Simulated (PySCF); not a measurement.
# Ionisation energy of W(48+) by level of theory

W(48+) [Ar] 3d8 (3F) → W(49+) [Ar] 3d7 (4F), as a difference of total energies. Calculation: PySCF 2.14, in an uncontracted even-tempered set (17 s from 11 bohr⁻², ratio 2.5; 13 p from 14 bohr⁻², ratio 2.5; 7 d from 14 bohr⁻², ratio 2.5; 4 f from 57 bohr⁻², ratio 2.7; 3 g from 86 bohr⁻², ratio 2.7); scalar relativity by spin-free X2C-1e. Correlated levels: outer shells: [Ne] frozen; virtual orbitals above 40 to 60 times the deepest correlated orbital energy dropped. The calculations carry no spin-orbit coupling.

| method | ionisation energy (eV) |
| --- | --- |
| UHF | 4330.6 |
| LDA | 4330.5 |
| PBE | 4330.6 |
| PBE0 | 4331.1 |
| r2SCAN | 4332.6 |
| TPSSh | 4329.1 |
| MN15 | 4330.1 |
| MP2 (outer shells) | 4332.0 |
| SCS-MP2 (outer shells) | 4332.0 |

Spin-orbit coupling is strong in these open shells (close to jj coupling). The scalar numbers leave it out and a first-order estimate fails, so it can dominate the gap to the real levels.

Breit and QED terms and the two-electron picture change are absent.

For comparison: 4309 ± 4 eV (semi-empirical (NIST evaluation); NIST Atomic Spectra Database, ionization energies).
